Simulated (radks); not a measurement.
Initial-state core-level shifts of the cobalt ion Co+ when its valence configuration changes from [Ar] 3d8. Calculated with a radial shooting solver on a logarithmic mesh with Libxc functionals: scalar-relativistic Kohn-Sham, SCAN, spin-polarised, spherical densities, finite nucleus; open shells are filled with parallel spins first; meta-GGA in the generalised Kohn-Sham scheme; Fermi nuclear charge, rms radius 3.7875 fm. Shifts are changes of the shell-averaged eigenvalues in eV (positive: less bound); the change of the density at the nucleus, which sets a Mossbauer isomer shift, is in e/bohr^3, on a base of 1.734e+04.

| valence | 1s | 2s | 2p | 3p | density at nucleus |
|---|---|---|---|---|---|
| 3d7 4p1 | -6.978 | -7.513 | -7.469 | -6.845 | +1.375 |
| 3d6 4p2 | -14.998 | -16.332 | -16.233 | -14.336 | +3.673 |
| 3d6 4s1 4p1 | -13.515 | -14.928 | -14.831 | -12.859 | +14.025 |
| 3d7.5 4p0.5 | -3.359 | -3.596 | -3.576 | -3.333 | +0.579 |
| 3d5 4s2 4p1 | -21.736 | -24.096 | -23.962 | -20.095 | +28.472 |
